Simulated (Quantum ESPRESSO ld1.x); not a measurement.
ld1.x (Quantum ESPRESSO 7.5) input

```
 &input
    zed=60.0,
    iswitch=1,
    rel=2,
    dft='BLYP',
    config='[Xe] 4f4 6s2 5d0 6p0',
    rel_dist='energy',
    lsmall=.true.,
    prefix='ld1',
    max_out_wfc=37,
    file_charge='ld1.rho',
 /
```

Command: `OMP_NUM_THREADS=1 ld1.x < ld1.in > ld1.out`

Output (excerpt):

```
     Program LD1 v.7.5 starts

 state nlj           4           3   2.5000000000000000       not converged   [2 such lines]
     --------------------------- All-electron run ----------------------------

     dirac relativistic calculation

     atomic number is 60.00
     dft =BLYP   lsd =0 sic =0 latt =0  beta=0.20 tr2=1.0E-14
     Exchange-correlation= BLYP
                           (   1   3   1   3   0   0   0)
     mesh =2089 r(mesh) = 100.44953 a.u. xmin = -8.00 dx = 0.00800
     1 Ry =  13.60569312 eV, c = 137.03599908

     n l j   nl                  e(Ry)          e(Ha)          e(eV)
     Spin orbit split results
     1 0 0.5 1S 1( 2.00)     -3187.5156     -1593.7578    -43368.3589
     2 0 0.5 2S 1( 2.00)      -515.2962      -257.6481     -7010.9623
     2 1 0.5 2P 1( 2.00)      -487.5071      -243.7536     -6632.8726
     2 1 1.5 2P 1( 4.00)      -449.2663      -224.6332     -6112.5796
     3 0 0.5 3S 1( 2.00)      -111.7449       -55.8725     -1520.3670
     3 1 0.5 3P 1( 2.00)       -99.8805       -49.9402     -1358.9433
     3 1 1.5 3P 1( 4.00)       -92.2484       -46.1242     -1255.1032
     4 0 0.5 4S 1( 2.00)       -22.1851       -11.0925      -301.8432
     4 1 0.5 4P 1( 2.00)       -17.7098        -8.8549      -240.9548
     4 1 1.5 4P 1( 4.00)       -16.0529        -8.0265      -218.4114
     3 2 1.5 3D 1( 4.00)       -71.5863       -35.7932      -973.9819
     3 2 2.5 3D 1( 6.00)       -69.9364       -34.9682      -951.5328
     5 0 0.5 5S 1( 2.00)        -2.9473        -1.4736       -40.1000
     5 1 0.5 5P 1( 2.00)        -1.7561        -0.8781       -23.8935
     5 1 1.5 5P 1( 4.00)        -1.5338        -0.7669       -20.8677
     4 2 1.5 4D 1( 4.00)        -8.7010        -4.3505      -118.3832
     4 2 2.5 4D 1( 6.00)        -8.4085        -4.2042      -114.4031
     4 3 2.5 4F 1( 4.00)        -0.1184        -0.0592        -1.6116
     4 3 3.5 4F 1( 0.00)        -0.0891        -0.0445        -1.2120
     6 0 0.5 6S 1( 2.00)        -0.2467        -0.1233        -3.3565
     5 2 1.5 5D 1( 0.00)        -0.1360        -0.0680        -1.8508
     5 2 2.5 5D 1( 0.00)        -0.1239        -0.0620        -1.6863
     6 1 0.5 6P 1( 0.00)        -0.0879        -0.0439        -1.1957
     6 1 1.5 6P 1( 0.00)        -0.0757        -0.0379        -1.0302
     Averaged results
     1 0     1S 1( 2.00)     -3187.5156     -1593.7578    -43368.3589
     2 0     2S 1( 2.00)      -515.2962      -257.6481     -7010.9623
     2 1     2P 1( 6.00)      -462.0133      -231.0066     -6286.0106
     3 0     3S 1( 2.00)      -111.7449       -55.8725     -1520.3670
     3 1     3P 1( 6.00)       -94.7924       -47.3962     -1289.7166
     4 0     4S 1( 2.00)       -22.1851       -11.0925      -301.8432
     4 1     4P 1( 6.00)       -16.6052        -8.3026      -225.9258
     3 2     3D 1(10.00)       -70.5964       -35.2982      -960.5124
     5 0     5S 1( 2.00)        -2.9473        -1.4736       -40.1000
     5 1     5P 1( 6.00)        -1.6079        -0.8039       -21.8763
     4 2     4D 1(10.00)        -8.5255        -4.2627      -115.9952
     4 3     4F 1( 4.00)        -0.1017        -0.0508        -1.3832
     6 0     6S 1( 2.00)        -0.2467        -0.1233        -3.3565
     5 2     5D 1( 0.00)        -0.1288        -0.0644        -1.7521
     6 1     6P 1( 0.00)        -0.0798        -0.0399        -1.0854

     final scf error:  3.5E-15 reached in  35 iterations

     Etot =  -19261.369051 Ry,   -9630.684526 Ha, -262064.276441 eV

     Ekin =   20775.195747 Ry,   10387.597874 Ha,  282660.937910 eV
     Encl =  -47064.155990 Ry,  -23532.077995 Ha, -640340.463488 eV
     Eh   =    7475.382853 Ry,    3737.691427 Ha,  101707.765078 eV
     Exc  =    -447.791662 Ry,    -223.895831 Ha,   -6092.515942 eV

     normalization and overlap integrals

     s(1S/1S) =  1.000000  <r> =   0.0236  <r2> =    0.0008  r(max) =   0.0151
     s(2S/2S) =  1.000000  <r> =   0.1005  <r2> =    0.0120  r(max) =   0.0852
     s(2P/2P) =  1.000000  <r> =   0.0842  <r2> =    0.0087  r(max) =   0.0655
     s(2P/2P) =  1.000000  <r> =   0.0906  <r2> =    0.0100  r(max) =   0.0703
     s(3S/3S) =  1.000000  <r> =   0.2660  <r2> =    0.0810  r(max) =   0.2431
     s(3P/3P) =  1.000000  <r> =   0.2556  <r2> =    0.0760  r(max) =   0.2317
     s(3P/3P) =  1.000000  <r> =   0.2681  <r2> =    0.0833  r(max) =   0.2431
     s(4S/4S) =  1.000000  <r> =   0.6073  <r2> =    0.4165  r(max) =   0.5676
     s(4P/4P) =  1.000000  <r> =   0.6238  <r2> =    0.4429  r(max) =   0.5722
     s(4P/4P) =  1.000000  <r> =   0.6521  <r2> =    0.4838  r(max) =   0.5955
     s(3D/3D) =  1.000000  <r> =   0.2394  <r2> =    0.0676  r(max) =   0.1943
     s(3D/3D) =  1.000000  <r> =   0.2433  <r2> =    0.0697  r(max) =   0.1974
     s(5S/5S) =  1.000000  <r> =   1.4738  <r2> =    2.4456  r(max) =   1.3148
     s(5P/5P) =  1.000000  <r> =   1.6694  <r2> =    3.1704  r(max) =   1.4472
     s(5P/5P) =  1.000000  <r> =   1.7638  <r2> =    3.5429  r(max) =   1.5184
     s(4D/4D) =  1.000000  <r> =   0.7016  <r2> =    0.5716  r(max) =   0.6149
     s(4D/4D) =  1.000000  <r> =   0.7117  <r2> =    0.5882  r(max) =   0.6198
     s(4F/4F) =  1.000000  <r> =   1.1272  <r2> =    1.8418  r(max) =   0.6608
     s(4F/4F) =  1.000000  <r> =   1.1552  <r2> =    1.9699  r(max) =   0.6661
     s(6S/6S) =  1.000000  <r> =   4.4218  <r2> =   22.2663  r(max) =   3.7197
     s(5D/5D) =  1.000000  <r> =   3.2756  <r2> =   13.3999  r(max) =   2.2292
     s(5D/5D) =  1.000000  <r> =   3.3889  <r2> =   14.3834  r(max) =   2.3017
     s(6P/6P) =  1.000000  <r> =   6.0768  <r2> =   42.7893  r(max) =   4.9217
     s(6P/6P) =  1.000000  <r> =   6.4580  <r2> =   48.3461  r(max) =   5.2470

     ------------------------ End of All-electron run ------------------------
```

Run on one thread of a shared host, so times are rough (Intel(R) Xeon(R) Processor @ 2.60GHz): 0.91 s of CPU time, 0.94 s wall, 35 iterations on 2089 mesh points.
